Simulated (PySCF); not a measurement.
Start geometry of `FC(F)C=C=C=C` from GFN2-xTB (Å):
```
atom  x, y, z in Å
C1     2.718   -0.422   -0.603
C2     1.523   -0.222   -0.054
C3     0.393   -0.053    0.498
C4    -0.732    0.126    1.049
C5    -2.008    0.294    0.222
F6    -2.869   -0.732    0.423
F7    -2.676    1.411    0.618
H8     3.603   -0.530   -0.019
H9     2.813   -0.407   -1.659
H10   -0.909    0.133    2.134
H11   -1.818    0.376   -0.839
```

Task: What comes out of this run: PBE0-D3(BJ)/def2-SVP geometry optimisation, gas phase (PySCF)?

Result: 
```
atom  x, y, z in Å
C1     2.6888   -0.4189   -0.7159
C2     1.5287   -0.2555   -0.1135
C3     0.4082   -0.1014    0.4717
C4    -0.7578    0.0618    1.0672
C5    -2.0183    0.3473    0.3169
F6    -2.9448   -0.5977    0.5998
F7    -2.5302    1.5353    0.7145
H8     3.5991   -0.6238   -0.1426
H9     2.7787   -0.3531   -1.8053
H10   -0.8557   -0.0021    2.1580
H11   -1.8620    0.3762   -0.7744
```

The energy falls by 4.5 kcal/mol over 8 energy and gradient evaluations, the largest force component goes from 0.0888 to 3.4e-04 Eh/bohr, and the atoms move by 0.078 Å rms after alignment. The bond that changes most is C3=C4 (central carbon of cumulated double bonds to outer carbon of cumulated double bonds), which lengthens by 0.054 Å. Bonds longer at the end by more than 0.005 Å: 4 of 10; shorter: 3. Among the angles that change most is C3–C4–H10, from 125.0° to 121.4°. Rotational constants go from 8125, 1083, 1024 to 8100, 1075, 1015 MHz. The orientation of the end geometry is arbitrary; only internal coordinates are fixed.

The run used 118 basis functions and 58 SCF cycles in all. The run took 40 s wall on one thread, Arm Neoverse V1 (aarch64) (shared host), and the process peaked at 0.47 GiB of memory.

Not checked by PBE0-D3(BJ)/def2-SVP frequencies. One conformer, not necessarily the lowest.
